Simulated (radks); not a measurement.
Values are calculated unless marked as measured or tabulated.
Problem. All-electron atom: V3+ in [Ne] 3s2 3p5.5 3d2 4d0.5 (fractional occupations, a model configuration). Code: a radial shooting solver on a logarithmic mesh with Libxc functionals. Model: scalar-relativistic Kohn-Sham, LDA (Slater exchange, Perdew-Wang correlation), spin-polarised, spherical densities, finite nucleus; open shells are filled with parallel spins first; Fermi nuclear charge, rms radius 3.6002 fm. Some entries of the table are withheld. Estimate them.

orbital  occ.  eigenvalue (eV)  <1/r> (bohr^-1)  <r> (bohr)
1s up       1        -5393.775            22.79     0.06657
1s down     1        -5393.551            22.79     0.06657
2s up       1        -643.6200            4.785      0.3091
2s down     1        -642.4072            4.791      0.3088
2p up       3        -545.3711            4.696      0.2745
2p down     3        -544.3249            4.700      0.2741
3s up       1              (1)            1.519      0.9302
3s down     1              (2)            1.513      0.9334
3p up       3         -84.0491            1.401      0.9797
3p down   2.5         -81.0560            1.393      0.9851
3d up       2         -43.4445              (3)       1.120
3d down     0         -40.6412              (4)       1.140
4d up     0.5         -16.1038              (5)       3.569
4d down     0         -14.9805              (6)       3.704

Solution. 
(1) 3s up eigenvalue (eV): -110.4247
(2) 3s down eigenvalue (eV): -107.3479
(3) 3d up <1/r> (bohr^-1): 1.134
(4) 3d down <1/r> (bohr^-1): 1.120
(5) 4d up <1/r> (bohr^-1): 0.3738
(6) 4d down <1/r> (bohr^-1): 0.3616
